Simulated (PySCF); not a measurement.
Gas-phase reaction: InCl₃ + C → InCl₂ + CCl

Method: PySCF energies plus ideal-gas RRHO corrections (1 bar). † marks an energy on the PBE0/def2-TZVP geometry and frequencies; other levels use their own. MP2 and CCSD(T) freeze the core. Open shells (unrestricted): C (multiplicity 3, electronic degeneracy 9), InCl₂ (multiplicity 2), CCl (multiplicity 2, electronic degeneracy 4); the rest are closed-shell singlets. Spin-orbit splitting is ignored; it lowers the true energy and changes the entropy of C, CCl. B3LYP is the form with VWN-RPA correlation. In: scalar-relativistic def2 core potential, no spin-orbit coupling. InCl₂: computed as isolated molecules; such fragments, hydroxides, amides, oligomers or adducts are transient or little studied in the gas. MP2 isn't extrapolated to the basis-set limit; its ΔH°(298 K) is -4.9 kJ in def2-SVP and -20.7 kJ in def2-TZVPP. CCSD(T) isn't extrapolated to the basis-set limit; its ΔH°(298 K) is -16.9 kJ in def2-SVP and -30.2 kJ in def2-TZVPP. The harmonic model lacks anharmonicity and excited electronic states, which grow with temperature; levels with a mode under 35 cm⁻¹ are left out. Soft modes under 120 cm⁻¹ make the harmonic entropy rough for InCl₃, InCl₂.

```
level               ΔE electronic, kJ  ΔH°(298 K), kJ  ΔS°(298 K), J/K  ΔG°(1600 K), kJ
------------------  -----------------  --------------  ---------------  ---------------
B3LYP/def2-TZVP†                  -79             -79               40             -129
BLYP/def2-TZVP†                  -108            -109               40             -158
CCSD(T)/def2-SVP†                 -16             -17               40              -66
HF/def2-TZVP†                      45              45               40               -5
MP2/def2-SVP†                      -4              -5               40              -54
PBE/def2-SVP                     -107            -108               40             -158
PBE0/def2-TZVP                    -72             -73               40             -122
r2SCAN/def2-TZVP†                 -70             -70               40             -120
ωB97M-V/def2-TZVP†                -47             -47               40              -97
ωB97X-V/def2-TZVP†                -41             -41               40              -91
```
ΔH° is lowest at BLYP/def2-TZVP† and highest at HF/def2-TZVP†. No reference value is set beside these.
